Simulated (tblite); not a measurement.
Compound: C₅H₇N₂O₂ (doublet state).
SMILES with atom numbers: `[CH3:1][c:2]1[cH:3][n:4][c:5]([O:6][CH2:7][O:8])[nH:9]1` (hydrogens: H10, H11, H12 on C1; H13 on C3; H14, H15 on C7; H16 on N9)

Computed geometry: GFN2-xTB, gas phase. This method treats the open shell by occupation alone, without spin polarisation.

Q: List the bond lengths, angles and torsions at this level.

A: 
| bond | length (pm) |
| --- | --- |
| C1–C2 | 148.1 |
| C2–C3 | 137.5 |
| C3–N4 | 135.7 |
| N4–C5 | 131.1 |
| C5–O6 | 131.4 |
| O6–C7 | 146.6 |
| C7–O8 | 126.6 |
| C5–N9 | 136.6 |
| C2–N9 | 137.3 |
| C1–H10, C1–H11, C1–H12 | 108.9 |
| C3–H13 | 107.1 |
| C7–H14, C7–H15 | 112.2 |
| N9–H16 | 100.6 |

Bonds in one row agree within 1 pm and their mean is given. A selection of angles:
| angle | degrees |
| --- | --- |
| C1–C2–C3 | 132.1 |
| C1–C2–N9 | 122.9 |
| C3–C2–N9 | 105.0 |
| C2–C3–N4 | 110.9 |
| C3–N4–C5 | 105.5 |
| N4–C5–O6 | 128.6 |
| N4–C5–N9 | 111.7 |
| O6–C5–N9 | 119.6 |
| C5–O6–C7 | 118.4 |
| O6–C7–O8 | 114.0 |
| C2–N9–C5 | 106.8 |
| H16–N9–C5 | 125.7 |
| H16–N9–C2 | 127.5 |

Dihedral angles: N4–C5–O6–C7 0° (synperiplanar); C5–O6–C7–O8 180° (antiperiplanar).

C5 (carbon bonded to 2 N and O) is planar (angles 128.6°, 119.6° and 111.7°, sum 360.0°, 0.00 Å off the plane of its three neighbours). Of the pairs four or more bonds apart, N4···H14 is among the closest relative to their van der Waals radii: 2.69 Å, 98 % of the sum of Bondi's values. The 9 heavy atoms lie in one plane (0.001 Å rms). The C–O distances run from 1.266 Å (C7–O8, drawn single) to 1.466 Å (O6–C7, drawn single), a spread of 0.200 Å. N4 (nitrogen bonded to 2 C) is bent (angle 105.5°). N9 (nitrogen bonded to 2 C and H) is planar (angles 127.5°, 125.7° and 106.8°, sum 360.0°, 0.00 Å off the plane of its three neighbours). The 5-membered ring C2–C3–N4–C5–N9 has internal angles of 105.0° to 111.7°; it is planar, 0.00 Å rms from its mean plane, widest ring torsion 0°.

Point group: Cs (tolerance 0.08 Å). GFN2-xTB frequencies show an imaginary mode (58i cm⁻¹), so the point is no minimum at that level. 2 starts were optimised and ended at 0.00 and 1.10 kcal/mol (GFN2-xTB); the lowest of these is shown.

One conformer stands for the species.
